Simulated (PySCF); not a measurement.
PySCF input (M06-2X/6-31G* (5d)):

```python
from pyscf import gto, dft

mol = gto.M(
    atom='''
    N     0.99986300    1.61956500    0.14729900
    Si    1.54991700    0.06991900   -0.01885500
    O     0.30202800   -1.07499900   -0.27472900
    Si   -1.26002300   -0.60250700   -0.34317100
    N    -1.78528200    0.53121700    0.85459500
    H     1.00196200    2.19560500   -0.68713100
    H     2.18353500   -0.46254500    1.23473800
    H     2.52662200   -0.26678900   -1.12491600
    H    -1.57048300   -0.03609500   -1.68434200
    H    -2.10698900   -1.82504200   -0.17973800
    H    -1.95387200    0.14190800    1.77325100
    H    -1.05758100    1.25370300    0.92108900
    ''',
    basis='6-31g*',
    charge=-1,
    spin=0,
    verbose=4,
)

mf = dft.RKS(mol, xc='m062x')
mf.grids.level = 4
mf.conv_tol = 1e-9
mf.max_cycle = 100
mf.max_memory = 1500
mf.kernel()
if not mf.converged:
    mf = mf.newton()
    mf.kernel(mf.make_rdm1())
mf.dip_moment()
```

From the output:

```
[INPUT] 11 H     -1.953872000000   0.141908000000   1.773251000000 AA   -3.692282962456   0.268167254885   3.350958740111 Bohr   0.0
[INPUT] 12 H     -1.057581000000   1.253703000000   0.921089000000 AA   -1.998538444544   2.369155311546   1.740605946350 Bohr   0.0

nuclear repulsion = 309.560784057209
number of shells = 48
number of NR pGTOs = 211
number of NR cGTOs = 92
basis = 6-31g*
ecp = {}

******** <class 'pyscf.dft.rks.RKS'> ********
method = RKS
initial guess = minao
damping factor = 0
level_shift factor = 0
DIIS = <class 'pyscf.scf.diis.CDIIS'>
diis_start_cycle = 1
diis_space = 8
diis_damp = 0
SCF conv_tol = 1e-09
SCF conv_tol_grad = None
SCF max_cycles = 100
direct_scf = True
direct_scf_tol = 1e-13
XC library pyscf.dft.libxc version 7.1.2
    S. Lehtola, C. Steigemann, M. J. T. Oliveira, and M. A. L. Marques,  SoftwareX 7, 1–5 (2018)
XC functionals = m062x
    Y. Zhao and D. G. Truhlar,  Theor. Chem. Acc. 120, 215 (2008)
    Y. Zhao and D. G. Truhlar,  Theor. Chem. Acc. 120, 215 (2008)
radial grids:
    Treutler-Ahlrichs [JCP 102, 346 (1995); DOI:10.1063/1.469408] (M4) radial grids

becke partition: Becke, JCP 88, 2547 (1988); DOI:10.1063/1.454033
pruning grids: <function nwchem_prune>
grids dens level: 4
symmetrized grids: False
atomic radii adjust function: <function treutler_atomic_radii_adjust>
small_rho_cutoff = 0
Set gradient conv threshold to 3.16228e-05
Initial guess from minao.
tot grids = 251808
init E= -768.102385157632
  HOMO = -0.303636993756932  LUMO = 0.00650642281025515  gap/eV = 8.43943
cycle= 1 E= -767.713695601436  delta_E= 0.389  |g|= 0.863  |ddm|= 3.08
  HOMO = 0.0722289847568129  LUMO = 0.262189856696957  gap/eV = 5.16910
cycle= 2 E= -767.629425252732  delta_E= 0.0843  |g|= 1.08  |ddm|= 1.92
  HOMO = -0.0697056154237696  LUMO = 0.24580989068525  gap/eV = 8.58561
cycle= 3 E= -767.878181794142  delta_E= -0.249  |g|= 0.075  |ddm|= 1.11
  HOMO = -0.0624667080575567  LUMO = 0.243918378568844  gap/eV = 8.33716
cycle= 4 E= -767.879069634964  delta_E= -0.000888  |g|= 0.0475  |ddm|= 0.104
  HOMO = -0.0677579759496258  LUMO = 0.245528488719633  gap/eV = 8.52496
cycle= 5 E= -767.879552844859  delta_E= -0.000483  |g|= 0.00805  |ddm|= 0.0435
  HOMO = -0.0664322851760089  LUMO = 0.245746427366966  gap/eV = 8.49482
cycle= 6 E= -767.879565587586  delta_E= -1.27e-05  |g|= 0.00386  |ddm|= 0.0106
  HOMO = -0.0667308483988771  LUMO = 0.245739358163712  gap/eV = 8.50275
cycle= 7 E= -767.879568708797  delta_E= -3.12e-06  |g|= 0.000712  |ddm|= 0.00349
  HOMO = -0.0667127887532226  LUMO = 0.245730209943024  gap/eV = 8.50201
cycle= 8 E= -767.879568863737  delta_E= -1.55e-07  |g|= 0.000147  |ddm|= 0.0012
  HOMO = -0.066682834393831  LUMO = 0.245735819302521  gap/eV = 8.50134
cycle= 9 E= -767.879568873352  delta_E= -9.62e-09  |g|= 3.3e-05  |ddm|= 0.000354
  HOMO = -0.0666861253246371  LUMO = 0.245737060725795  gap/eV = 8.50147
cycle= 10 E= -767.879568874105  delta_E= -7.53e-10  |g|= 6.16e-06  |ddm|= 0.000114
  HOMO = -0.0666859132654438  LUMO = 0.245736662928307  gap/eV = 8.50145
Extra cycle  E= -767.879568874131  delta_E= -2.64e-11  |g|= 3.11e-06  |ddm|= 2.26e-05
converged SCF energy = -767.879568874131

WARN: System has nonzero charge -1; the dipole moment is origin-dependent.
Location of origin: [0. 0. 0.]

Dipole moment(X, Y, Z, Debye): -2.36553, -1.84914, -0.10423
```

The dipole moment of an ion depends on the origin.

The geometry given is a B3LYP-D3(BJ)/def2-TZVP minimum.
